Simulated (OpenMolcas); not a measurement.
## W: effect of the basis set

```
Program             : OpenMolcas
Method              : SS-CASPT2, IPEA 0.25 Eh, imaginary shift 0.1 Eh (closed shells correlated: 5s 5p)
Active space        : 6 electrons in 6 orbitals (5d 6s)
State averaging     : 2S+1 = 5 even, 30 roots; 2S+1 = 7 even, 1 root kept (CI in the orbitals of an earlier block); 2S+1 = 3 even, 55 roots kept (CI in the orbitals of an earlier block); 2S+1 = 1 even, 30 roots kept (CI in the orbitals of an earlier block)
Spin-orbit coupling : RASSI with atomic mean-field integrals over the reference wave functions, term energies averaged over their components
```

A. ANO-R2 [8s6p5d3f2g], X2C, finite nucleus; CASPT2 step about 70 core-seconds
B. ANO-RCC-VTZP [8s7p5d3f2g1h], DKH2, point nucleus; CASPT2 step of the order of 60 core-seconds
C. ANO-R3 [9s7p6d4f3g2h], X2C, finite nucleus; CASPT2 step about 110 core-seconds
D. ANO-RCC-VQZP [9s8p6d4f3g2h], DKH2, point nucleus; CASPT2 step roughly 2.8 core-minutes

Energies in cm-1 above 5d4 6s2 5D0, the measured ground level; measured values from NIST Handbook of Basic Atomic Spectroscopic Data.

```tsv
Level	A	B	C	D	Measured
5d4 6s2 5D0	0.0	0.0	0.0	0.0	0.0
5d4 6s2 5D1	1207	1180	1219	1212	1670
5d5 6s 7S3	1523	657	1539	1259	2951
5d4 6s2 5D2	2620	2570	2640	2630	3326
5d4 6s2 5D3	3950	3890	3950	3940	4830
5d4 6s2 5D4	5160	5110	5140	5140	6219
5d4 6s2 3P0 [61 %]	10120	10150	9930	9980	9258
5d4 6s2 3P1	13700	13790	13450	13530	13307
5d4 6s2 3H5 [65 %]	15480	15760	14970	15150	
5d4 6s2 3F2	16710	16840	16380	16480	
5d4 6s2 3H6	17070	17470	16500	16730	
5d4 6s2 3F3 [53 %]	18070	18160	17640	17740	
5d5 6s 5S2 [56 %]	18120	18060	17350	17460	
5d4 6s2 3D1 [69 %]	19050	18890	18640	18660	
5d5 6s 5G4	19780	19700	18990	19060	
5d4 6s2 3G5 [61 %]	19800	19970	19260	19420	
5d5 6s 5G3	19840	19740	19110	19160	
5d5 6s 5G5	20430	20330	19640	19700	
5d5 6s 5G6	20750	20650	19960	20020	
5d5 6s 5D3 [52 %]	21300	21170	20600	20620	
5d4 6s2 1S0 [68 %]	21360	21120	21020	21030	
5d5 6s 5D4	22650	22650	21840	21900	
5d5 6s 5D0	22730	22710	21960	21990	
5d4 6s2 1I6	23630	24230	22840	23210
```

Deviations, from unrounded energies. A percentage is the sum of absolute deviations over the sum of measured energies, with the sign that they share, or ± where signs differ.

| Against measurement | Levels | A | B | C | D |
| --- | --- | --- | --- | --- | --- |
| mean absolute deviation (cm-1) | 7 | 830 | 1000 | 760 | 820 |
| fine structure of the ground term (%) | 4 | -19.4 | -20.6 | -19.3 | -19.5 |
| other terms of the ground configuration (%) | 2 | +5.6 | +6.1 | +3.6 | +4.2 |
| other configurations (%) | 1 | -48.4 | -77.7 | -47.8 | -57.3 |

C lies closest to measurement on these levels and B furthest from it. The largest miss of C in the table is 5d5 6s 7S3, by -1400 cm-1. The ranking rests on the paired levels alone, and a cruder setting can come out closer through cancelling errors.

The two smallest mean deviations differ by little beside CASPT2's spread within terms, so their order carries little weight.

Among A to D the level of the table that moves most is 5d4 6s2 1I6, by 1400 cm-1 (lowest in C, highest in B). Moves below CASPT2's spread within the term are not significant.

CASPT2 does not keep the components of a term degenerate, so their means are used; among the terms shown or strongly mixed into the levels shown the widest spread is 470 cm-1 (5d4 6s2 3H, D). Terms from blocks run as CI alone lack orbitals of their own. Configurations are named by rounded mean occupations; where the s occupation lies near a half they are strongly mixed, a name can repeat and a true partner stay unpaired. A single d shell beside an s shell can misplace configurations of different d count against each other. The lowest spin-free term belongs to 5d5 6s, not to the configuration of the lowest level. Some terms miss by over 15 % even with CASPT2, which points to a basis or an active space too small for the shells correlated. The CASPT2 spread within a term exceeds the gap to the next term for 5d4 6s2 3F and 5d4 6s2 3H, 5d4 6s2 1I and 5d5 6s 5P, so the order of their levels is uncertain, and so are names and mixing where such terms share a J (figures for A; the like holds for B, C, D). Computed and measured levels are paired by configuration, term and J; levels that our copy of the source lacks, or whose pairing is in doubt (as where it misses far off the trend of its configuration), stay unpaired and out of the deviations. Only configurations of the active space appear. The table leaves out levels that lie high or whose names do not pair safely across all columns.

A share in square brackets marks a mixed level and gives the weight of the term that names it, the lowest over the columns.
